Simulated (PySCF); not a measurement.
**Working out the ionisation energy of Ga**

Ga [Ar] 3d10 4s2 4p1 (2P) → Ga⁺ [Ar] 3d10 4s2 (1S). Computed with PySCF 2.14 in x2c-TZVPPall, with scalar relativity by spin-free X2C-1e. Frozen: [Ne]. Energies in hartree (1 hartree = 27.21139 eV):

```json
{"part": "UHF", "Ga (lower)": "-1942.169064", "Ga⁺ (upper)": "-1941.966369"}
{"part": "MP2 opposite-spin", "Ga (lower)": "-0.229387", "Ga⁺ (upper)": "-0.223122"}
{"part": "MP2 same-spin", "Ga (lower)": "-0.109035", "Ga⁺ (upper)": "-0.104229"}
```

**Question.** What does Hartree-Fock give?

**Answer.** (-1941.966369) − (-1942.169064) = 0.202695 hartree = 5.516 eV.

**Question.** What do MP2 and SCS-MP2 (6/5 opposite-spin, 1/3 same-spin) give?

**Answer.** The opposite-spin parts differ by 0.170 eV and the same-spin parts by 0.131 eV. MP2: 5.516 + (0.170) + (0.131) = 5.817 eV. SCS-MP2: 5.516 + 1.2 × (0.170) + (0.131)/3 = 5.764 eV.

Measured between the centres of the two terms (NIST): 5.931 eV, so MP2 (valence and next inner shell) is off by -0.114 eV.

What remains against the reference includes basis incompleteness, the frozen core and correlation beyond second order.
